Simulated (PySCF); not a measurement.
Spin states of InF

Unrestricted PBE0; PySCF, scalar-relativistic core potentials, basis sets In def2-SVP with ECP28, F def2-SVP. Outer shells of the fragments: In 4d10 5s2 5p1; F 2s2 2p5.

Followed along the bond (rough minima from three points):

```csv
2Ms+1,unpaired,⟨S²⟩ at the start,R at minimum (Å),Te (eV)
1,none,0.00,2.00,0.00
3,"σ ↑, π ↑",2.01,1.99,3.71
```

Solutions found at the starting distance of 2.005 Å, counted from the lowest of them; the search is not exhaustive and high or unbound solutions are not listed, so other states can lie among these:

| 2Ms+1 | unpaired | term | E (eV) | ⟨S²⟩ | ⟨Lz²⟩ | μ (D) |
| --- | --- | --- | --- | --- | --- | --- |
| 1 | none | ¹Σ⁺ | 0.00 | 0.00 | 0.00 | -2.91 |
| 3 | σ ↑, π ↑ | ³Π | 3.71 | 2.01 | 1.00 | -2.92 |
| 1 | σ ↓, π ↑ | mixed | 4.27 | 1.01 | 1.00 | -2.52 |
| 3 | σ ↑↑ | ³Σ⁺ | 5.73 | 2.00 | 0.00 | -2.20 |
| 3 | π ↑↑ | mixed | 6.64 | 2.01 | 2.01 | 2.21 |
| 3 | π ↑↑ | mixed | 6.75 | 2.01 | 2.01 | 2.24 |
| 3 | σ ↑, π ↑ | ³Π | 8.06 | 2.00 | 1.00 | 2.23 |

A term symbol is given only where ⟨S²⟩ and ⟨Lz²⟩ are close to those of a pure state; real π, δ and φ orbitals otherwise mix terms. A positive dipole means In(−)F(+).

Spin–orbit coupling is left out. Counting both spins, an empty level lies below a filled one in some of these solutions, because spin and occupation are held.
